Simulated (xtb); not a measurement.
Si(H)2(OH)(SH) (H4OSSi), SMILES O[SiH2]S. All values are semi-empirical tight-binding results from xtb (GFN2-xTB unless named), good for trends rather than for accurate numbers. The structure is a stationary point at GFN2-xTB. One conformer was computed; it need not be the lowest.

Computed properties:
```
Item                                            Result
---------------------------------------  -------------
orbital gap                                    5.05 eV
zero-point energy                        24.2 kcal/mol
G − E(el) at 298.15 K (modified RRHO)     6.5 kcal/mol
static polarisability (D4 model)            56.7 bohr³
solvation energy, GFN2-xTB/ALPB(water)   -4.2 kcal/mol
solvation energy, GFN2-xTB/ALPB(ch2cl2)  -3.8 kcal/mol
```
